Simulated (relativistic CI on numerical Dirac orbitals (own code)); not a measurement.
Energy levels of Ca XIV

These numbers are calculated, not measured: Dirac-Coulomb-Breit CI, orbitals from a KLI potential per configuration, model QED, unscaled Slater integrals (own radial code, finite nucleus).

Configuration list (outside the closed core 1s2): 2s2 2p3, 2s 2p4, 2p5, 2p4 3s, 2p4 3p, 2s2 2p2 3s, 2p4 3d, 2s2 2p2 3p, 2s2 2p2 3d, 2s 2p3 3s, 2s 2p3 3p, 2s 2p3 3d, 2s2 2p2 4s, 2s2 2p2 4p, 2s2 2p2 4d, 2s2 2p2 4f. Levels of other configurations are missing.

The lowest level is 2s2 2p3 4S°_3/2, with 98 % of that term; Hund's rules for 2s2 2p3 give 4S° with J = 3/2, in agreement.

```csv
No.,Configuration,Term,J,E (eV),%,Next component (%),Landé g,jj configuration (%)
1,2s2 2p3,4S°,3/2,0.000,98,2 2P°,1.987,2p1/2 2p3/2^2 (52)
2,2s2 2p3,2D°,3/2,13.644,88,11 2P°,0.865,2p3/2 (49)
3,2s2 2p3,2D°,5/2,14.607,100,,1.198,2p1/2 2p3/2^2 (100)
4,2s2 2p3,2P°,1/2,21.703,98,2 2p5 2P°,0.663,2p1/2 2p3/2^2 (98)
5,2s2 2p3,2P°,3/2,23.069,85,12 2D°,1.277,2p3/2^3 (79)
6,2s 2p4,4P,5/2,64.118,99,1 2D,1.597,2s 2p3/2^2 (73)
7,2s 2p4,4P,3/2,66.599,100,,1.731,2s 2p1/2 2p3/2^3 (86)
8,2s 2p4,4P,1/2,67.748,99,1 2S,2.662,2s 2p3/2^4 (37)
9,2s 2p4,2D,3/2,89.361,99,1 2P,0.804,2s 2p1/2 2p3/2^3 (60)
10,2s 2p4,2D,5/2,89.563,99,1 4P,1.201,2s 2p1/2 2p3/2^3 (73)
11,2s 2p4,2S,1/2,103.709,90,9 2P,1.885,2s 2p3/2^2 (70)
12,2s 2p4,2P,3/2,108.379,99,1 2D,1.328,2s 2p1/2 2p3/2^3 (53)
13,2s 2p4,2P,1/2,111.711,91,9 2S,0.784,2s 2p1/2 2p3/2^3 (57)
14,2p5,2P°,3/2,169.955,98,2 2s2 2p3 2P°,1.332,2p3/2^3 (98)
15,2p5,2P°,1/2,173.940,98,2 2s2 2p3 2P°,0.663,2p1/2 2p3/2^4 (98)
16,2s2 2p2 3s,4P,1/2,465.881,92,3 2P,2.582,2p1/2^2 3s (66)
17,2s2 2p2 3s,4P,3/2,467.758,95,2 2P,1.723,2p1/2 2p3/2 3s (94)
18,2s2 2p2 3s,4P,5/2,469.820,94,4 2D,1.584,2p1/2 2p3/2 3s (52)
19,2s2 2p2 3s,2P,1/2,471.205,93,4 4P,0.756,2p1/2 2p3/2 3s (82)
20,2s2 2p2 3s,2P,3/2,473.605,88,8 2D,1.292,2p1/2 2p3/2 3s (65)
21,2s2 2p2 3s,2D,5/2,480.402,94,4 4P,1.214,2p3/2^2 3s (51)
22,2s2 2p2 3s,2D,3/2,480.632,89,8 2P,0.847,2p3/2^2 3s (61)
23,2s2 2p2 3p,2S°,1/2,483.361,47,33 4D°,1.282,2p1/2^2 3p1/2 (63)
24,2s2 2p2 3p,4D°,1/2,484.792,60,35 2S°,0.785,2p1/2 2p3/2 3p1/2 (63)
25,2s2 2p2 3p,4D°,3/2,485.185,84,10 4P°,1.257,2p1/2 2p3/2 3p1/2 (46)
26,2s2 2p2 3p,4D°,5/2,486.902,89,7 4P°,1.386,2p1/2 2p3/2 3p3/2 (77)
27,2s2 2p2 3p,4P°,3/2,487.674,68,12 2D°,1.565,2p1/2 2p3/2 3p1/2 (44)
28,2s2 2p2 3p,4P°,1/2,487.871,84,10 2S°,2.531,2p1/2 2p3/2 3p3/2 (55)
29,2s2 2p2 3p,4D°,7/2,488.835,94,3 2F°,1.418,2p1/2 2p3/2 3p3/2 (50)
30,2s2 2p2 3p,4P°,5/2,488.951,69,21 2D°,1.490,2p1/2 2p3/2 3p1/2 (37)
31,2s2 2p2 3p,2D°,3/2,490.007,85,11 4P°,0.926,2p1/2 2p3/2 3p3/2 (79)
32,2s2 2p2 3s,2S,1/2,490.956,92,4 2p4 3s 2S,1.996,2p3/2^2 3s (78)
33,2s2 2p2 3p,4S°,3/2,492.092,72,15 2s 2p3 3s 4S°,1.946,2p1/2 2p3/2 3p3/2 (30)
34,2s2 2p2 3p,2D°,5/2,492.876,71,20 4P°,1.265,2p3/2^2 3p3/2 (66)
35,2s2 2p2 3p,2P°,3/2,494.035,90,2 4S°,1.345,2p1/2 2p3/2 3p3/2 (39)
36,2s2 2p2 3p,2P°,1/2,494.382,88,6 2S°,0.724,2p3/2^2 3p3/2 (58)
37,2s 2p3 3s,6S°,5/2,498.722,99,,1.997,2s 2p1/2 2p3/2^2 3s (55)
38,2s2 2p2 3p,2F°,5/2,499.372,89,8 2D°,0.889,2p1/2 2p3/2 3p1/2 (28)
39,2s2 2p2 3p,2F°,7/2,500.132,95,3 4D°,1.151,2p3/2^2 3p3/2 (50)
40,2s2 2p2 3p,2D°,3/2,503.272,82,13 2P°,0.882,2p1/2 2p3/2 3p1/2 (39)
41,2s2 2p2 3p,2D°,5/2,503.668,93,2 2s 2p3 3s 2D°,1.195,2p1/2 2p3/2 3p3/2 (50)
42,2s2 2p2 3p,2P°,1/2,505.531,97,1 2p4 3p 2P°,0.668,2p1/2 2p3/2 3p3/2 (77)
43,2s2 2p2 3d,4F,3/2,506.579,85,7 4D,0.501,2p1/2^2 3d3/2 (62)
44,2s2 2p2 3d,4F,5/2,507.420,80,14 4D,1.083,2p1/2 2p3/2 3d3/2 (44)
45,2s2 2p2 3p,2P°,3/2,507.680,84,9 2D°,1.306,2p3/2^2 3p3/2 (64)
```

Energies count from the lowest computed level; ° marks odd parity. Filled j subshells are mostly left out of the jj labels.

The mean weight of the leading LS term, summed over parents, in these 45 levels is 89 %, and that of the leading jj configuration (from the same eigenvectors) 62 %, so LS coupling describes them better.

At this charge energies of transitions that change n are usually good to better than 1 %, and those within a shell (Δn = 0) to a few per cent.

LS names give the leading component of a level, which can be under half, so a name can repeat, a term be missing and a line seem to break the LS rules.
